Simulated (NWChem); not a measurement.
Species: MoN2H3OF; SMILES [NH]=[Mo](=[NH])([OH])[F]

```xyz
8

Mo    -0.0135    -0.0111    -0.0071
N     -1.1339     0.0974    -1.3313
H     -2.0443     0.1538    -1.8003
N     -0.8574     0.1529     1.5079
H     -1.7053     0.2822     2.0730
F      0.8142    -1.6965    -0.0413
O      1.1858     1.4513    -0.1833
H      1.4412     1.9341     0.6254
```
Atoms are numbered in this order, from 1.

Computed with NWChem. Coordinates come from a PBE-D3(BJ)/def2-SVP optimisation. No frequency run checked for a minimum. def2 effective core potentials on Mo; no spin-orbit coupling. Level BLYP/def2-SVP: single points from the atomic guess with DIIS by default; each run changes one setting, and all converged runs end within 0.3 mHa of each other. cgmin counts macro-iterations, each dearer than a DIIS step. NWChem's automatic level shift, which a small gap switches on, acted in some of these runs.

```json
[
 {"setting": "defaults", "SCF iterations": "12"},
 {"setting": "level shift of 0.5 Ha throughout", "SCF iterations": "20"},
 {"setting": "no level shifting", "SCF iterations": "12"},
 {"setting": "core-Hamiltonian guess", "SCF iterations": "20"},
 {"setting": "70 % damping for 30 cycles", "SCF iterations": "33"},
 {"setting": "quadratically convergent solver (cgmin)", "SCF iterations": "6"}
]
```
